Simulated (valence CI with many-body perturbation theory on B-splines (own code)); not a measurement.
## Forbidden lines of Ir³⁶⁺

Calculated by valence CI with perturbative core correlation (CI+MBPT): five valence electrons over a frozen Dirac-Fock core [Kr], radial functions for each j: 7 s, 7 p, 8 d, 6 f, 4 g, 1 h, with the one-electron correlation potential Σ1, the two-electron term Σ2, the three-electron term Σ3, Breit, model QED; selected CI, second order for the rest (own B-spline code, finite nucleus).

No measured spectrum was set against this ion. As an estimate, large intervals hold to a few tenths of a per cent, small ones and those within an open d or f shell to about a per cent. Only levels of the ground parity were solved; by the run's estimate the other parity begins above the list, which can be wrong where configurations are misplaced.

Lines 1 to 50 of 120 in falling wavelength, among levels below 95.182 eV, chosen from the decays that carry over 1 % of a level's rate. Wavelengths and rates use the calculated energies. Electric multipoles are in the length gauge, E1 and E2 with the static RPA response of the core. Weak lines are less certain than strong ones. Lines between different terms over intervals too small for the method are left out, as are lines whose strength nearly cancels. Branching is blank where the lifetime is uncertain.

Levels are named by their leading jj configuration (3d3/2^4 stands for four electrons in 3d with j = 3/2), which in mixed levels can hold well under half, so a name can repeat and another be missing. Letters in brackets count levels of one name in rising energy.

```
λ vac (Å)                        Upper                        Lower  Type   A (s⁻¹)  Branch %
    12100     (4d3/2^3 4d5/2^2) J=11/2  (4d3/2^3 4d5/2^2) J=7/2 [a]    E2  3.00e-07          
     7360      (4d3/2^3 4d5/2^2) J=9/2     (4d3/2^3 4d5/2^2) J=11/2    M1  2.25e+01      14.9
     4576      (4d3/2^3 4d5/2^2) J=9/2  (4d3/2^3 4d5/2^2) J=7/2 [a]    M1  1.09e+02      72.5
     3721  (4d3/2^3 4d5/2^2) J=5/2 [b]  (4d3/2^3 4d5/2^2) J=3/2 [a]    M1  1.62e+02       3.1
     2832      (4d3/2^3 4d5/2^2) J=1/2  (4d3/2^3 4d5/2^2) J=3/2 [a]    M1  1.08e+03      94.5
     2537  (4d3/2^3 4d5/2^2) J=7/2 [a]  (4d3/2^3 4d5/2^2) J=5/2 [a]    M1  5.96e+02       1.3
     2138  (4d3/2^3 4d5/2^2) J=7/2 [b]  (4d3/2^3 4d5/2^2) J=7/2 [a]    M1  2.19e+02       7.4
     1834  (4d3/2^2 4d5/2^3) J=1/2 [b]  (4d3/2^2 4d5/2^3) J=3/2 [a]    M1  1.78e+03       1.6
     1772  (4d3/2^3 4d5/2^2) J=3/2 [b]      (4d3/2^3 4d5/2^2) J=1/2    M1  2.10e+02       1.4
     1747  (4d3/2^2 4d5/2^3) J=7/2 [b]  (4d3/2^2 4d5/2^3) J=7/2 [a]    M1  4.67e+02       1.2
     1675  (4d3/2^2 4d5/2^3) J=9/2 [c]  (4d3/2^2 4d5/2^3) J=9/2 [b]    M1  1.41e+03       3.1
     1541  (4d3/2^3 4d5/2^2) J=3/2 [b]  (4d3/2^3 4d5/2^2) J=5/2 [b]    M1  5.94e+02       4.1
     1413  (4d3/2^3 4d5/2^2) J=5/2 [b]  (4d3/2^3 4d5/2^2) J=5/2 [a]    M1  3.36e+03      64.7
     1351  (4d3/2^2 4d5/2^3) J=3/2 [c]  (4d3/2^2 4d5/2^3) J=1/2 [b]    M1  9.85e+02       2.1
     1208  (4d3/2^2 4d5/2^3) J=1/2 [a]  (4d3/2^3 4d5/2^2) J=3/2 [b]    M1  4.97e+03       3.7
     1108  (4d3/2^2 4d5/2^3) J=3/2 [a]  (4d3/2^3 4d5/2^2) J=3/2 [b]    M1  2.35e+03       1.1
     1095  (4d3/2^2 4d5/2^3) J=3/2 [b]  (4d3/2^2 4d5/2^3) J=5/2 [a]    M1  9.44e+02       1.6
     1090  (4d3/2^3 4d5/2^2) J=3/2 [b]  (4d3/2^3 4d5/2^2) J=3/2 [a]    M1  1.68e+03      11.5
     1067  (4d3/2^2 4d5/2^3) J=5/2 [b]  (4d3/2^3 4d5/2^2) J=3/2 [b]    M1  3.81e+03       3.4
     1058  (4d3/2^2 4d5/2^3) J=3/2 [c]  (4d3/2^2 4d5/2^3) J=5/2 [c]    M1  2.40e+03       5.0
    815.9  (4d3/2^2 4d5/2^3) J=9/2 [a]  (4d3/2^3 4d5/2^2) J=7/2 [b]    M1  8.81e+03      12.0
    805.2  (4d3/2^2 4d5/2^3) J=5/2 [c]  (4d3/2^3 4d5/2^2) J=3/2 [b]    M1  2.20e+04      15.4
    784.2  (4d3/2^2 4d5/2^3) J=7/2 [a]  (4d3/2^3 4d5/2^2) J=5/2 [b]    M1  1.67e+04      15.3
    780.5  (4d3/2^2 4d5/2^3) J=5/2 [a]  (4d3/2^3 4d5/2^2) J=3/2 [a]    M1  2.63e+03       1.3
    754.3  (4d3/2^2 4d5/2^3) J=5/2 [d]  (4d3/2^2 4d5/2^3) J=5/2 [b]    M1  4.89e+03       3.3
    754.2  (4d3/2^2 4d5/2^3) J=5/2 [a]  (4d3/2^3 4d5/2^2) J=7/2 [a]    M1  1.42e+04       7.0
    745.3  (4d3/2^3 4d5/2^2) J=5/2 [a]        (4d3/2^4 4d5/2) J=5/2    M1  8.63e+04     100.0
    737.3  (4d3/2^3 4d5/2^2) J=3/2 [b]  (4d3/2^3 4d5/2^2) J=5/2 [a]    M1  1.45e+03       9.9
    735.1  (4d3/2^2 4d5/2^3) J=5/2 [d]  (4d3/2^2 4d5/2^3) J=3/2 [a]    M1  3.57e+03       2.4
    729.9  (4d3/2^2 4d5/2^3) J=7/2 [a]      (4d3/2^3 4d5/2^2) J=9/2    M1  2.48e+04      22.8
    718.3  (4d3/2^2 4d5/2^3) J=1/2 [a]      (4d3/2^3 4d5/2^2) J=1/2    M1  4.30e+04      31.8
    703.9    (4d3/2 4d5/2^4) J=7/2 [a]  (4d3/2^2 4d5/2^3) J=5/2 [c]    M1  1.62e+04       7.0
    701.9     (4d3/2^2 4d5/2^3) J=11/2      (4d3/2^3 4d5/2^2) J=9/2    M1  1.07e+04      14.5
    698.6  (4d3/2^2 4d5/2^3) J=5/2 [b]  (4d3/2^3 4d5/2^2) J=7/2 [b]    M1  1.16e+04      10.4
    690.9  (4d3/2^2 4d5/2^3) J=1/2 [b]  (4d3/2^3 4d5/2^2) J=3/2 [b]    M1  1.80e+03       1.6
    681.8  (4d3/2^2 4d5/2^3) J=3/2 [a]      (4d3/2^3 4d5/2^2) J=1/2    M1  8.34e+03       4.0
    678.1  (4d3/2^2 4d5/2^3) J=9/2 [a]      (4d3/2^3 4d5/2^2) J=9/2    M1  7.57e+02       1.0
    664.2    (4d3/2 4d5/2^4) J=5/2 [a]  (4d3/2^2 4d5/2^3) J=3/2 [a]    M1  1.79e+04       6.3
    660.2    (4d3/2 4d5/2^4) J=3/2 [a]  (4d3/2^2 4d5/2^3) J=5/2 [c]    M1  1.92e+04       6.7
    656.3    (4d3/2 4d5/2^4) J=7/2 [a]  (4d3/2^2 4d5/2^3) J=9/2 [b]    M1  1.61e+04       7.0
    644.7  (4d3/2^2 4d5/2^3) J=3/2 [a]  (4d3/2^3 4d5/2^2) J=5/2 [b]    M1  3.40e+04      16.4
    640.8     (4d3/2^2 4d5/2^3) J=11/2     (4d3/2^3 4d5/2^2) J=11/2    M1  6.34e+04      85.5
    630.7  (4d3/2^2 4d5/2^3) J=5/2 [b]  (4d3/2^3 4d5/2^2) J=5/2 [b]    M1  4.25e+04      38.3
    629.5  (4d3/2^2 4d5/2^3) J=7/2 [a]  (4d3/2^3 4d5/2^2) J=7/2 [a]    M1  3.93e+04      36.1
    620.9  (4d3/2^2 4d5/2^3) J=9/2 [a]     (4d3/2^3 4d5/2^2) J=11/2    M1  2.49e+04      34.0
    619.1       (4d3/2 4d5/2^4) J=11/2  (4d3/2^2 4d5/2^3) J=9/2 [b]    M1  1.52e+04       8.1
    612.2  (4d3/2^2 4d5/2^3) J=9/2 [b]  (4d3/2^3 4d5/2^2) J=7/2 [b]    M1  1.21e+04       8.6
    611.1  (4d3/2^2 4d5/2^3) J=5/2 [d]  (4d3/2^2 4d5/2^3) J=7/2 [a]    M1  2.69e+04      18.1
    590.6  (4d3/2^2 4d5/2^3) J=7/2 [b]  (4d3/2^3 4d5/2^2) J=7/2 [b]    M1  1.33e+04      33.1
    590.6  (4d3/2^2 4d5/2^3) J=9/2 [a]  (4d3/2^3 4d5/2^2) J=7/2 [a]    M1  3.87e+04      52.9
```
